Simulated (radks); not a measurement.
Q: Species: Lu I. Configuration: [Xe] 4f14 5d1 6s2 (the NIST ground configuration). Method: scalar-relativistic Kohn-Sham, r2SCAN, spin-unpolarised, spherical densities, finite nucleus; meta-GGA in the generalised Kohn-Sham scheme; Fermi nuclear charge, rms radius 5.37 fm; computed with a radial shooting solver on a logarithmic mesh with Libxc functionals. Some entries of the table are withheld. Estimate them.

orbital  occ.  eigenvalue (hartree)  <1/r> (bohr^-1)
1s          2             -2326.704            82.19
2s          2             -396.9672            19.20
2p          6             -349.1354            17.56
3s          2             -90.30366            7.107
3p          6             -75.87891            6.597
3d         10             -58.53629              (1)
4s          2                   (2)            2.995
4p          6             -13.41419            2.732
4d         10              -7.18204            2.417
5s          2              -2.30716            1.129
5p          6              -1.20421           0.9381
4f         14              -0.35896            1.829
6s          2              -0.17572           0.3385
5d          1              -0.05838           0.4776

A: 
(1) 3d <1/r> (bohr^-1): 6.235
(2) 4s eigenvalue (hartree): -18.16798
